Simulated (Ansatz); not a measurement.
`CO[C]1=[CH][GeH2]1`, relaxed with RKS PBE-D4/def2-SVP in the Gaussian-basis code of Ansatz from a rough embedded geometry. The force threshold is 0.03 eV/Å; the program also tests the step.

Charge 0, multiplicity 1.

Start:

```xyz
11

C    -1.493    1.241   -0.149
O    -0.375    0.892   -0.923
C     0.510   -0.071   -0.486
C     1.856   -0.768   -0.713
Ge    0.976   -1.260    0.816
H    -2.118    1.954   -0.689
H    -1.216    1.569    0.846
H    -2.122    0.265   -0.035
H     2.653   -0.915   -1.443
H    -0.022   -2.428    0.714
H     1.350   -0.479    2.062
```

Problem. By how much does the energy fall, and how many steps does the optimiser take? (Estimate.)

Solution. Ansatz gave: 35.95 kcal/mol, in 7 steps, 1 of them rejected.

Problem. Which bonds change most? (Best estimate.)

Solution. The calculation gave: C3–C4 from 1.533 to 1.345 Å; C3–Ge5 from 1.824 to 1.935 Å; C4–Ge5 from 1.831 to 1.935 Å; C1–H8 from 1.167 to 1.111 Å.

Problem. Give the relaxed structure. (Best estimate.)

Solution. The calculation gave: 
```xyz
11

C    -1.483    1.249   -0.265
O    -0.306    0.901   -0.991
C     0.470   -0.037   -0.434
C     1.629   -0.645   -0.741
Ge    0.935   -1.325    0.932
H    -2.012    2.012   -0.865
H    -1.233    1.672    0.731
H    -2.146    0.369   -0.123
H     2.393   -0.634   -1.532
H     0.225   -2.701    1.001
H     1.528   -0.862    2.288
```
